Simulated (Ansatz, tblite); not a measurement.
Isomers of Ag9S5 (doublet), found by a short tight-binding search and relaxed with PBE-D4/def2-SVP in Ansatz.

In the def2 sets Ag takes a core potential; there is no spin–orbit coupling. The xTB rows come from tblite. Correlated methods freeze 25 core orbitals; core or outer-core shells of Ag are correlated, in sets that lack core-valence functions. Single mean-field runs in def2-TZVP are fitted with def2-universal-jkfit.

Run but left out: HF/STO-3G (A: ⟨S²⟩ 5.94, where a pure state has 0.75).

B: The geometry of the charge 0 doublet is only loosely relaxed.

Other spin states weren't relaxed.

A:

```xyz
14

Ag    0.344    1.837    0.154
Ag    0.389   -2.282    1.779
Ag   -1.406   -0.613   -0.757
Ag    1.554    1.259   -2.378
Ag   -1.192    0.310    2.055
Ag   -2.250   -2.375    1.157
Ag   -1.338    1.850   -2.185
Ag    1.447   -1.107   -0.638
Ag    1.844    0.256    1.979
S     2.740    0.979   -0.242
S    -0.338   -2.867   -0.574
S    -2.205    1.587    0.117
S     0.054    1.890   -4.111
S     0.356   -0.724    3.643
```

B:

```xyz
14

Ag   -1.647   -1.374   -1.347
Ag    2.572    0.565   -0.086
Ag    2.596    3.309    0.572
Ag   -2.240    0.228    0.959
Ag    0.678    0.268   -2.187
Ag    1.055   -2.033   -0.323
Ag   -3.225   -2.604    0.916
Ag    0.514   -0.294    1.970
Ag    0.002    2.156    0.320
S     0.242   -2.088   -2.614
S     2.642   -1.359    1.399
S    -0.981    1.571    2.461
S    -3.846   -0.804   -0.515
S     1.638    2.461   -1.525
```

Question: Estimate which lies lowest at each level, and how far above it the others are (kJ/mol).

Answer: 
```json
{"level": "GFN1-xTB", "A": "0.0", "B": "39.8"}
{"level": "GFN2-xTB", "A": "0.0", "B": "24.0"}
{"level": "HF/def2-SVP", "A": "0.0", "B": "128.2"}
{"level": "PBE-D4/def2-SVP", "A": "0.0", "B": "72.9"}
{"level": "PBE-D4/def2-TZVP", "A": "0.0", "B": "67.5"}
{"level": "BLYP-D4/def2-TZVP", "A": "0.0", "B": "63.0"}
{"level": "r2SCAN-D4/def2-TZVP", "A": "0.0", "B": "82.2"}
{"level": "PBE0-D4/def2-SVP", "A": "0.0", "B": "103.0"}
{"level": "PBE0-D4/def2-TZVP", "A": "0.0", "B": "98.3"}
{"level": "RPA@PBE/def2-SVP", "A": "0.0", "B": "110.8"}
{"level": "MP2/def2-SVP", "A": "0.0", "B": "169.0"}
```
Point groups (tolerance 0.1 Å): A not assigned, B not assigned. Lower isomers may exist.
